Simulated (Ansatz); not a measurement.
The same path of CH6Sn + ClH (10 atoms, charge 0, multiplicity 1) was run 3 times with different band settings. Lost on the way: Sn1–C2, Cl9–H10. Made: Sn1–Cl9, C2–H10.

Computed with Ansatz, RHF/def2-SVP.

Relaxed end points:

```xyz
10
Properties=species:S:1:pos:R:3
Sn -0.181 -0.248 0.146
C -0.404 -0.347 2.294
H -1.455 -0.461 2.560
H 0.150 -1.198 2.692
H -0.023 0.567 2.747
H 1.472 -0.030 -0.262
H -1.087 1.051 -0.501
H -0.721 -1.709 -0.571
Cl 1.736 3.214 1.804
H 2.707 2.468 1.459
```

```xyz
10
Properties=species:S:1:pos:R:3
Sn 0.532 0.448 -1.394
C -0.199 0.119 3.745
H -1.241 0.105 3.425
H 0.146 -0.904 3.901
H -0.115 0.675 4.679
H 1.177 0.796 -2.928
H -1.057 1.025 -1.215
H 0.680 -1.196 -0.988
Cl 1.859 1.642 0.162
H 0.413 0.598 2.981
```

Common settings: climbing image yes; optimiser quadratic models (default); start path through a guess of the saddle point; force threshold 0.05 eV/Å; iteration limit 60; end points relaxed.

| run | movable images | spring |
| --- | --- | --- |
| 1 | 7 | 5.0 eV/Å² |
| 2 | 2 | 5.0 eV/Å² |
| 3 | 7 | 0.1 eV/Å² |

What does each run give, and how far can it be trusted?

Run 1: converged after 26 iterations, highest image 1.974 eV above the first end. Neighbouring images differ by up to 2.0 eV, so the band resolves the path poorly. A vibrational analysis at the climbing image gives one clearly imaginary mode, 1503i cm⁻¹: a first-order saddle point.
Run 2: converged after 33 iterations, highest image 1.974 eV above the first end. Neighbouring images differ by up to 3.4 eV, so the band resolves the path poorly. Another band between the same ends (7 images) ends at a top of the same energy, where a vibrational analysis finds 1 clearly imaginary mode. So few images can step over the top or miss a turn of the path.
Run 3: converged after 20 iterations, highest image 1.974 eV above the first end. Neighbouring images differ by up to 2.4 eV, so the band resolves the path poorly. Another band between the same ends (7 images) ends at a top of the same energy, where a vibrational analysis finds 1 clearly imaginary mode.
The orbitals stay closed-shell, which can raise the energy where a bond breaks towards radicals; this wasn't checked here.
